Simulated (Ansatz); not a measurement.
The cluster Te2Pd⁻, 3 atoms. Hardware: 4 threads of AMD EPYC 7B13 on a shared host.

In the def2 sets Pd, Te take a core potential; there is no spin–orbit coupling. Correlated methods freeze 8 core orbitals; core or outer-core shells of Pd, Te are correlated, in sets that lack core-valence functions. In CCSD on the charge -1 doublet the largest single amplitude is 0.33, so its Hartree–Fock determinant may place the open shell otherwise than the density functionals do.

Problem. How many basis functions does each of these Ansatz runs have, and roughly what does it cost? PBE with 15 % exact exchange/def2-TZVPD, charge -1 doublet, energy, from earlier orbitals; B97M-V/def2-TZVPD, charge -1 doublet, energy, from earlier orbitals; CCSD(T)/def2-SVPD, charge -1 doublet, energy, from earlier orbitals; HF/def2-TZVPD, charge -1 doublet, energy, from earlier orbitals; CCSD(T)/def2-SVPD, charge -1 quartet, energy, from earlier orbitals; PBE with 35 % exact exchange/def2-TZVPD, charge -1 doublet, energy, from earlier orbitals; HF/def2-TZVPD, charge -1 quartet, energy, from earlier orbitals; r2SCAN-D4/def2-TZVPD, charge 0 triplet at the geometry of the charge -1 doublet, energy, from earlier orbitals; MP2/def2-TZVPD, charge -1 doublet, energy, from earlier orbitals; PBE0-D4/def2-SVP, charge 0 singlet at the geometry of the charge -1 doublet, energy with a search over starts; PBE-D4/def2-TZVPD, charge -1 quartet, relaxation, 5 steps; RPA@PBE/def2-TZVPD, charge -1 quartet, energy, from earlier orbitals.

Solution. Other jobs shared the machine, so times can vary by a factor of up to 3. A dash marks memory too small to be measured apart from the calling script's.

```json
{"run": "PBE0-D4/def2-SVP, charge 0 singlet at the geometry of the charge -1 doublet, energy with a search over starts", "functions": "83", "fitting or Cholesky vectors": "998", "wall time": "2.6 s", "peak host memory (GiB)": "–"}
{"run": "PBE with 15 % exact exchange/def2-TZVPD, charge -1 doublet, energy, from earlier orbitals", "functions": "158", "fitting or Cholesky vectors": "1307", "wall time": "4.1 s", "peak host memory (GiB)": "0.57"}
{"run": "MP2/def2-TZVPD, charge -1 doublet, energy, from earlier orbitals", "functions": "158", "fitting or Cholesky vectors": "1462", "wall time": "5.5 s", "peak host memory (GiB)": "–"}
{"run": "RPA@PBE/def2-TZVPD, charge -1 quartet, energy, from earlier orbitals", "functions": "158", "fitting or Cholesky vectors": "1462", "wall time": "6 s", "peak host memory (GiB)": "0.55"}
{"run": "HF/def2-TZVPD, charge -1 doublet, energy, from earlier orbitals", "functions": "158", "fitting or Cholesky vectors": "1628", "wall time": "7 s", "peak host memory (GiB)": "0.83"}
{"run": "HF/def2-TZVPD, charge -1 quartet, energy, from earlier orbitals", "functions": "158", "fitting or Cholesky vectors": "1628", "wall time": "7.5 s", "peak host memory (GiB)": "0.83"}
{"run": "PBE-D4/def2-TZVPD, charge -1 quartet, relaxation, 5 steps", "functions": "158", "fitting or Cholesky vectors": "1257", "wall time": "8 s", "peak host memory (GiB)": "–"}
{"run": "B97M-V/def2-TZVPD, charge -1 doublet, energy, from earlier orbitals", "functions": "158", "fitting or Cholesky vectors": "1257", "wall time": "8.5 s", "peak host memory (GiB)": "–"}
{"run": "PBE with 35 % exact exchange/def2-TZVPD, charge -1 doublet, energy, from earlier orbitals", "functions": "158", "fitting or Cholesky vectors": "1455", "wall time": "11 s", "peak host memory (GiB)": "0.9"}
{"run": "r2SCAN-D4/def2-TZVPD, charge 0 triplet at the geometry of the charge -1 doublet, energy, from earlier orbitals", "functions": "158", "fitting or Cholesky vectors": "1257", "wall time": "16 s", "peak host memory (GiB)": "–"}
{"run": "CCSD(T)/def2-SVPD, charge -1 quartet, energy, from earlier orbitals", "functions": "104", "fitting or Cholesky vectors": "1225", "wall time": "27 s", "peak host memory (GiB)": "1.1"}
{"run": "CCSD(T)/def2-SVPD, charge -1 doublet, energy, from earlier orbitals", "functions": "104", "fitting or Cholesky vectors": "1225", "wall time": "27 s", "peak host memory (GiB)": "1.1"}
```
